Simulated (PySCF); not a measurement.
Work out the structure from these simulated measurements.

Elements present: C, F, H and O. Monoisotopic mass: 172.0147 u.

* 13C NMR: chemical shifts (computed TMS as zero) by class: 202.6 (1 C), 127.5 (1 C), 101.2 (1 C), 92.8 (1 C), 88.8 (1 C) ppm [GIAO PBE0/pcSseg-1]
* Couplings: largest of the computed one-bond spin–spin couplings (means over like bonds): 19F–13C -349.6 (×3), 19F–13C -249.6, 13C–1H +161.1, 13C–1H +160.0, 13C–1H +158.9, 13C–1H +157.6 Hz [B3LYP/pcJ-1, spin–dipole term left out for some pairs]
* 1H NMR: chemical shifts (computed TMS as zero) by class: 5.34 (1 H), 5.33 (1 H), 5.23 (1 H), 4.64 (1 H) ppm [GIAO PBE0/pcSseg-1]
* Rotational structure: rotational constants A, B, C: 1.696, 0.898, 0.875 GHz [PBE0-D3(BJ)/def2-SVP]
* Polarisability: 65.4 au [wB97X-D/def2-SVPD]
* UV, strongest line: among the 10 lowest singlet transitions: S6 at 8.09 eV (153 nm, f = 0.035) [TDDFT wB97X-D/def2-SVPD]
* Dipole: 2.84 D [wB97X-D/def2-SVPD]
* Triplet: lowest triplet excitation (Tamm–Dancoff): 3.82 eV [TDA wB97X-D/def2-SVPD]
* UV, first state: lowest singlet excitation: 4.34 eV (285 nm, f = 0.000) [TDDFT wB97X-D/def2-SVPD]

Electronic properties: PySCF, gas phase, density fitting. Levels stand in brackets. Isolated species at its PBE0-D3(BJ)/def2-SVP geometry (one conformer only). Each NMR value is the plain mean over a class of atoms that symmetry, rotation or inversion makes alike.

Problem. Which formula fits the mass and the elements?

Solution. C5H4F4O2 (calculated 172.0147). No other formula that holds each of these elements comes within 0.0003 u with a fitting electron parity and a possible valence count.

Problem. Give a SMILES that accounts for the data.

Solution. Numbering: `[O:1]=[C:2]1[CH2:3][O:4][C@@H:5]1[C@@H:6]([F:7])[C:8]([F:9])([F:10])[F:11]`. Its formula, C5H4F4O2, gives 2 degrees of unsaturation: 1 ring and 1 π bond in the structure found. 5 carbons fall into 5 classes; from least to most shielded: ketone carbonyl carbon [C2] (202.6 ppm), CF3 carbon [C8] (127.5 ppm), ring sp3 carbon bound to oxygen [C5] (101.2 ppm), ring sp3 carbon bound to oxygen [C3] (92.8 ppm), sp3 C–F carbon [C6] (88.8 ppm). Hydrogen classes from least to most shielded: 1 H on an sp3 carbon bound to oxygen, C5 (5.34 ppm), 1 H on an sp3 carbon bound to oxygen, C3 (5.33 ppm), 1 H on an sp3 carbon bound to oxygen, C3 (5.23 ppm), 1 H on an sp3 C–F carbon, C6 (4.64 ppm). The couplings run between: -349.6 Hz, fluorine of a CF3 group [F9] and CF3 carbon [C8] (with 2 like pairs); -249.6 Hz, alkyl fluorine [F7] and sp3 C–F carbon [C6]; +161.1 Hz, sp3 C–F carbon [C6] and its hydrogen; +160.0 Hz, sp3 carbon bound to oxygen [C3] and its hydrogen; +158.9 Hz, sp3 carbon bound to oxygen [C5] and its hydrogen; +157.6 Hz, sp3 carbon bound to oxygen [C3] and its hydrogen. The optimised geometry has point group C1 and is an asymmetric top. Structure: `FC([C@@H]([C@H]1OCC1=O)F)(F)F`. The assignments are read from this structure; whether some other isomer fits the data as well wasn't checked. The mirror image fits equally.

Conformer computed: `[O:1]=[C:2]1[CH2:3][O:4][C@@H:5]1[C@@H:6]([F:7])[C:8]([F:9])([F:10])[F:11]`: O4–C5–C6–F7 161°, C5–C6–C8–F9 -72°.
